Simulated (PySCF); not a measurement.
# Electron correlation in Ce⁴⁶⁺ (cerium, charge +46)

Starting occupation: [Ne] 3s2. Calculation: PySCF 2.14, in an uncontracted even-tempered set (18 s from 3.9 bohr⁻², ratio 2.6; 14 p from 5 bohr⁻², ratio 2.6; 6 d from 5.1 bohr⁻², ratio 2.8; 4 f from 72 bohr⁻², ratio 2.8); X2C-1e with screened-nucleus spin-orbit coupling, Gaussian nucleus. Frozen: 1s2; 10 electrons correlated; the 54 highest virtual spinors left out.

MP2 pair energies summed by pair of shells (mhartree):

```
       pair   energy  share (%)
3s1/2-3s1/2  -113.22       23.7
2p1/2-2p3/2  -100.46       21.0
2p3/2-2p3/2   -95.63       20.0
2p3/2-3s1/2   -41.92        8.8
2p3/2-2s1/2   -41.53        8.7
2p1/2-2p1/2   -23.55        4.9
2p1/2-2s1/2   -21.53        4.5
2p1/2-3s1/2   -18.97        4.0
2s1/2-2s1/2   -11.15        2.3
2s1/2-3s1/2    -9.38        2.0
```

Total MP2 correlation energy: -477.32 mhartree.

The virtual space was cut to 56 spinors, which keep -421.38 of the -477.32 mhartree of MP2 correlation.

```
  level  correlation energy (mhartree)
   CCSD                        -452.74
    (T)                          -0.77
CCSD(T)                        -453.51
```

Diagnostics: T1 = 0.00015, largest double amplitude 0.084.

Problem. Is a single reference adequate?

Solution. Mostly. T1 lies below 0.03, but a double amplitude of this size points to a near-degeneracy that CCSD handles and MP2 describes poorly.

The coupled-cluster values are those of the cut space; adding the MP2 remainder, -55.94 mhartree, estimates the full space.

At this charge the one-electron X2C treatment keeps the bare 1/r₁₂, with no two-electron picture change or Breit term. The effect here is smaller than on the frozen 1s shell.
